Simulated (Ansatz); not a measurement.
Steps of a relaxation of Cl2GeH4Si, SMILES `Cl[SiH](Cl)[GeH3]` with RKS PBE-D4/def2-SVP.

```sh
$ ansatz run in.yaml --threads 4 --pin off --events-out ev --progress --plain --max-ram 10444MiB
```

```yaml
crystal:
  periodic: [false, false, false]
  atoms:
    - {symbol: Cl, position_ang: [1.540900, -2.072500, 0.842100]}
    - {symbol: Si, position_ang: [1.056300, -0.046400, 0.319900]}
    - {symbol: Cl, position_ang: [2.200700, 0.531000, -1.329600]}
    - {symbol: Ge, position_ang: [-1.103000, 0.146200, -0.242000]}
    - {symbol: H, position_ang: [1.352800, 0.825600, 1.447500]}
    - {symbol: H, position_ang: [-1.496500, 1.619900, -0.618900]}
    - {symbol: H, position_ang: [-1.452100, -0.787300, -1.440900]}
    - {symbol: H, position_ang: [-2.006900, -0.273600, 0.966000]}
basis:
  gaussian: {orbitals: def2-SVP}
hamiltonian: {xc: pbe, dispersion: d4}
relax: {f_tol: 0.03, max_steps: 200}
```

Positions (Å) and forces (eV/Å) along the path, 4 of 4 steps:

```xyz
8
step=1 energy=-89468.3150 eV
Cl    1.541   -2.072    0.842   -0.252    0.973   -0.218
Si    1.056   -0.046    0.320    1.649   -1.260   -0.115
Cl    2.201    0.531   -1.330    0.007   -0.040    0.152
Ge   -1.103    0.146   -0.242   -2.183    0.041   -0.516
H     1.353    0.826    1.448    0.418    0.395    0.669
H    -1.496    1.620   -0.619    0.188   -0.280    0.065
H    -1.452   -0.787   -1.441    0.041    0.123    0.107
H    -2.007   -0.274    0.966    0.132    0.048   -0.144
8
step=2 energy=-89468.4993 eV
Cl    1.523   -1.992    0.839   -0.061    0.081   -0.056
Si    1.080   -0.009    0.325    0.530   -0.446    0.105
Cl    2.267    0.541   -1.297   -0.069    0.036   -0.036
Ge   -1.199    0.106   -0.262   -0.370    0.246   -0.031
H     1.541    0.804    1.494   -0.125    0.146    0.025
H    -1.494    1.587   -0.635   -0.062   -0.065   -0.002
H    -1.543   -0.799   -1.471    0.104   -0.004    0.045
H    -2.084   -0.295    0.951    0.054    0.006   -0.049
8
step=3 energy=-89468.5220 eV
Cl    1.535   -2.021    0.834   -0.024    0.070   -0.033
Si    1.104   -0.042    0.328    0.035    0.002    0.081
Cl    2.260    0.533   -1.307   -0.011   -0.016   -0.001
Ge   -1.204    0.132   -0.256   -0.001    0.045    0.000
H     1.511    0.820    1.492   -0.008   -0.042   -0.045
H    -1.535    1.599   -0.640    0.012   -0.033    0.004
H    -1.499   -0.793   -1.461    0.002   -0.011    0.003
H    -2.079   -0.284    0.954   -0.005   -0.014   -0.010
8
step=4 energy=-89468.5227 eV
Cl    1.529   -2.016    0.829   -0.004   -0.003   -0.004
Si    1.105   -0.039    0.331   -0.005    0.017    0.025
Cl    2.257    0.530   -1.308   -0.002   -0.001   -0.007
Ge   -1.203    0.133   -0.255    0.009    0.020    0.007
H     1.514    0.819    1.493    0.005   -0.012   -0.014
H    -1.533    1.598   -0.640   -0.004   -0.009   -0.002
H    -1.495   -0.795   -1.458    0.007   -0.006   -0.001
H    -2.081   -0.288    0.952   -0.006   -0.006   -0.003
```

Hardware: 4 threads of an Intel Xeon on a shared host. Wall time 9 s, peak host memory 0.19 GiB.
